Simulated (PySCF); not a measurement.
C9H7NS.
Bonds: C1–C2 (aromatic), C2–C3 (aromatic), C3–C4, C4–C5 (aromatic), C5–C6 (aromatic), C6–S7 (aromatic), S7–C8 (aromatic), C3–C9 (aromatic), C9–C10 (aromatic), C10–N11 (aromatic), C1–N11 (aromatic), C4–C8 (aromatic). Hydrogens: H12 on C1; H13 on C2; H14 on C5; H15 on C6; H16 on C8; H17 on C9; H18 on C10.

The same species was optimised twice, with GFN2-xTB and with PBE0-D3(BJ)/def2-SVP (PySCF), and the same property calculations (PySCF, gas phase) were run on both structures.

| coordinate | GFN2-xTB | PBE0-D3(BJ)/def2-SVP | change |
| --- | --- | --- | --- |
| C5–C6 (Å) | 1.353 | 1.367 | +0.014 |
| C4–C8 (Å) | 1.367 | 1.379 | +0.012 |
| C3–C4 (Å) | 1.460 | 1.471 | +0.011 |
| C9–C10 (Å) | 1.384 | 1.393 | +0.009 |
| C1–N11 (Å) | 1.323 | 1.331 | +0.008 |
| C1–C2 (Å) | 1.384 | 1.392 | +0.008 |
| C10–N11 (Å) | 1.322 | 1.330 | +0.008 |
| C4–C5 (Å) | 1.424 | 1.432 | +0.008 |
| C2–C3 (Å) | 1.396 | 1.402 | +0.006 |
| C3–C9 (Å) | 1.395 | 1.401 | +0.006 |
| C6–S7 (Å) | 1.721 | 1.717 | -0.004 |
| S7–C8 (Å) | 1.714 | 1.710 | -0.004 |
| C6–S7–C8 (°) | 90.9 | 91.9 | +1.0 |
| C2–C3–C9 (°) | 117.3 | 116.6 | -0.7 |
| C1–N11–C10 (°) | 117.6 | 117.0 | -0.6 |
| C5–C6–S7 (°) | 112.2 | 111.6 | -0.6 |
| C3–C9–C10 (°) | 118.9 | 119.3 | +0.4 |
| C1–C2–C3 (°) | 118.9 | 119.3 | +0.4 |
| C4–C3–C9 (°) | 121.2 | 121.6 | +0.4 |
| C4–C8–S7 (°) | 112.7 | 112.3 | -0.4 |
| C2–C3–C4–C5 (°) | 149 | 153 | +4 |

Rotational constants: A = 3304, B = 526.4, C = 463.1 MHz (GFN2-xTB) against A = 3276, B = 520.6, C = 456.4 MHz (PBE0-D3(BJ)/def2-SVP). Point groups within 0.08 Å: C1 and C1.

On the GFN2-xTB structure: HOMO (eV) -6.96 [PBE0/pcSseg-1]; LUMO (eV) -1.35 [PBE0/pcSseg-1]; dipole (D) 2.43 [PBE0/pcSseg-1]; GIAO shielding of C1/C10 (mean) (ppm) 30.4 [PBE0/pcSseg-1]; GIAO shielding of C2/C9 (mean) (ppm) 61.0 [PBE0/pcSseg-1]; GIAO shielding of C3 (ppm) 38.6 [PBE0/pcSseg-1]; GIAO shielding of C4 (ppm) 40.5 [PBE0/pcSseg-1]; GIAO shielding of C5 (ppm) 55.9 [PBE0/pcSseg-1]; GIAO shielding of C6 (ppm) 51.0 [PBE0/pcSseg-1]; GIAO shielding of S7 (ppm) 267.1 [PBE0/pcSseg-1]; GIAO shielding of C8 (ppm) 55.1 [PBE0/pcSseg-1].

Question: What do these properties become on the PBE0-D3(BJ)/def2-SVP structure?

Answer: 
```json
{"property": "HOMO (eV)", "level": "PBE0/pcSseg-1", "on GFN2-xTB": "-6.96", "on PBE0-D3(BJ)/def2-SVP": "-6.95", "change": "+0.01"}
{"property": "LUMO (eV)", "level": "PBE0/pcSseg-1", "on GFN2-xTB": "-1.35", "on PBE0-D3(BJ)/def2-SVP": "-1.41", "change": "-0.06"}
{"property": "dipole (D)", "level": "PBE0/pcSseg-1", "on GFN2-xTB": "2.43", "on PBE0-D3(BJ)/def2-SVP": "2.52", "change": "+0.09"}
{"property": "energy, GFN2-xTB geometry as zero (kcal/mol)", "level": "PBE0/pcSseg-1", "on GFN2-xTB": "0.0", "on PBE0-D3(BJ)/def2-SVP": "-0.4", "change": "-0.4"}
{"property": "GIAO shielding of C1/C10 (mean) (ppm)", "level": "PBE0/pcSseg-1", "on GFN2-xTB": "30.4", "on PBE0-D3(BJ)/def2-SVP": "27.9", "change": "-2.5"}
{"property": "GIAO shielding of C2/C9 (mean) (ppm)", "level": "PBE0/pcSseg-1", "on GFN2-xTB": "61.0", "on PBE0-D3(BJ)/def2-SVP": "59.0", "change": "-2.0"}
{"property": "GIAO shielding of C3 (ppm)", "level": "PBE0/pcSseg-1", "on GFN2-xTB": "38.6", "on PBE0-D3(BJ)/def2-SVP": "37.6", "change": "-1.0"}
{"property": "GIAO shielding of C4 (ppm)", "level": "PBE0/pcSseg-1", "on GFN2-xTB": "40.5", "on PBE0-D3(BJ)/def2-SVP": "38.6", "change": "-1.9"}
{"property": "GIAO shielding of C5 (ppm)", "level": "PBE0/pcSseg-1", "on GFN2-xTB": "55.9", "on PBE0-D3(BJ)/def2-SVP": "53.4", "change": "-2.5"}
{"property": "GIAO shielding of C6 (ppm)", "level": "PBE0/pcSseg-1", "on GFN2-xTB": "51.0", "on PBE0-D3(BJ)/def2-SVP": "49.8", "change": "-1.2"}
{"property": "GIAO shielding of S7 (ppm)", "level": "PBE0/pcSseg-1", "on GFN2-xTB": "267.1", "on PBE0-D3(BJ)/def2-SVP": "265.1", "change": "-2.0"}
{"property": "GIAO shielding of C8 (ppm)", "level": "PBE0/pcSseg-1", "on GFN2-xTB": "55.1", "on PBE0-D3(BJ)/def2-SVP": "53.8", "change": "-1.3"}
```

The heavy atoms differ by 0.033 Å rms after alignment. Among bonds between heavy atoms C5–C6 changes most (+0.014 Å). Changes are differences of the printed values. Neither structure is proved a minimum here.

Shape of the structure used: `[cH:1]1[cH:2][c:3](-[c:4]2[cH:5][cH:6][s:7][cH:8]2)[cH:9][cH:10][n:11]1`: C2–C3–C4–C5 153°.
